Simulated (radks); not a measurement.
The bismuth ion Bi14+, 69 electrons, occupied as [Kr] 4d10 4f14 5s2 5p5 5d2 (not the ground configuration). All-electron calculation, scalar-relativistic Kohn-Sham, PBE, spin-polarised, spherical densities, finite nucleus; open shells are filled with parallel spins first (spin-orbit coupling, left out, can overturn this in heavy ions); Fermi nuclear charge, rms radius 5.5211 fm. Program: a radial shooting solver on a logarithmic mesh with Libxc functionals.

Radial electron density D(r) = 4 pi r^2 rho(r):

r (bohr),D(r) (e/bohr),spin D(r)
0.001046,13.99,-0.000143
0.001373,20.43,-0.000193
0.001802,29.32,-0.000240
0.002365,41.12,-0.000246
0.003104,55.98,-0.000117
0.004074,73.31,0.000375
0.005348,91.34,0.00173
0.007019,106.8,0.00496
0.009213,115.6,0.0120
0.01209,115.0,0.0259
0.01587,107.5,0.0505
0.02083,103.1,0.0873
0.02735,114.0,0.131
0.0359,139.7,0.164
0.04674,157.5,0.180
0.06135,146.6,0.226
0.08053,124.6,0.396
0.1057,132.6,0.590
0.1387,148.3,0.402
0.1821,117.5,-0.0116
0.239,84.64,0.497
0.3138,96.58,1.34
0.4118,88.91,0.482
0.5406,49.41,0.240
0.7096,26.22,2.97
0.9314,15.55,4.42
1.222,5.511,2.37
1.605,0.8400,0.490
2.106,0.04569,0.0345
2.765,0.0006665,0.000594

D(r) has 4 maxima, at r = 0.0104, 0.0486, 0.135, 0.345 bohr, and minima at 0.0202, 0.0865, 0.247 bohr, inside which lie 1.86, 10.92, 30.13 electrons.
